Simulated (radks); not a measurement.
Spin polarisation of the 3d8 shell in Ni2+. Start: [Ar] 3d(up 4, down 4); electrons of 3d are moved from spin down to spin up, other shells keep equal spins. All-electron calculation, scalar-relativistic Kohn-Sham, PBE, spin-polarised, spherical densities, finite nucleus; Fermi nuclear charge, rms radius of each element as measured or else 0.836 A^(1/3) + 0.57 fm. Program: a radial shooting solver on a logarithmic mesh with Libxc functionals.

| moment (Bohr magnetons) | E - E(0) (eV) | e(3d up) (eV) | e(3d down) (eV) | 3p down minus up (eV) |
|---|---|---|---|---|
| 0 | 0.000 | -28.366 | -28.366 | 0.000 |
| 0.5 | -0.064 | -28.615 | -28.102 | 0.558 |
| 1 | -0.257 | -28.851 | -27.825 | 1.115 |
| 1.5 | -0.578 | -29.074 | -27.533 | 1.673 |
| 2 | -1.027 | -29.282 | -27.228 | 2.232 |

At moment 2 the spin-polarisation energy is -1.027 eV and the 3d exchange splitting 2.054 eV, that is 1.027 eV per Bohr magneton; E = -I m^2/4 would give I = 1.027 eV.
